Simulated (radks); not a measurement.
Results of a calculation; reference values are marked as such.
All-electron atom: Tm15+ in [Kr] 4d10 4f8. Code: a radial shooting solver on a logarithmic mesh with Libxc functionals. Model: scalar-relativistic Kohn-Sham, PBE, spin-polarised, spherical densities, point nucleus; open shells are filled with parallel spins first (spin-orbit coupling, left out, can overturn this in heavy ions).

X-ray form factor f0, the Fourier transform of the density (f0(0) = 54):

sin(theta)/lambda (1/angstrom)  f0 (electrons)
0.05                                    53.814
0.1                                     53.263
0.15                                    52.365
0.2                                     51.152
0.25                                    49.664
0.3                                     47.947
0.4                                     44.029
0.5                                     39.802
0.6                                     35.618
0.8                                     28.304
1                                       22.990
1.25                                    18.821
1.5                                     16.299
2                                       12.823
